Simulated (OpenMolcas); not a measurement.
**Cr3+: moving or changing the point charges**

Cr3+ among 6 point charges of -2 e arranged as a tetragonal octahedron (D4h), 1.82 Å from the ion, with the axial distance 2.057 Å.

```json
{
 "Program": "OpenMolcas",
 "Method": "CASSCF",
 "Basis": "ANO-RCC-VDZP [5s4p2d1f]",
 "Scalar Hamiltonian": "DKH2, point nucleus",
 "Active space": "3 electrons in 5 orbitals (3d)",
 "State averaging": "2S+1 = 4 even, 10 roots; 2S+1 = 2 even, 40 roots",
 "Spin-orbit coupling": "state interaction with AMFI integrals over the reference wave functions"
}
```

Runs around this geometry, states (labels of D4, the rotations of D4h). Energies in cm-1 above the lowest state or level, χT in cm3 K/mol.

```csv
R (Å),q (e),Axial / equatorial distance,Ground state,First state of that spin,First gap with spin-orbit (degeneracies),χT at 300 K,First state of another spin
1.82,-1.3,1.13,4B1,4E 3567,"5.3 (2, 2)",1.668,2A1 19145
1.69,-2,1.13,4B1,4E 7505,"1.8 (2, 2)",1.779,2A1 19007
1.82,-2,1.13,4B1,4E 5356,"3.1 (2, 2)",1.738,2A1 19087
1.9,-2,1.13,4B1,4E 4385,"4.1 (2, 2)",1.708,2A1 19085
1.82,-2,1.22,4B1,4E 4023,"6.9 (2, 2)",1.711,2A1 18657
```

Taking the first state of the same spin as R^-n, n = -ln(4385 / 7505) / ln(1.9 / 1.69) = 4.6 between the shortest and longest distance.

Scaling the charges by -1.3 / -2 = 0.65 scales the first state of the same spin by 3567 / 5356 = 0.67; with fixed orbitals a first-order splitting would follow the charge.

Without dynamic correlation the repulsion within the d shell is too large (B by tens of per cent), so at a given field states of lower spin stand too high. This is an electrostatic model: the charges have no orbitals. No measured value stands beside these numbers.
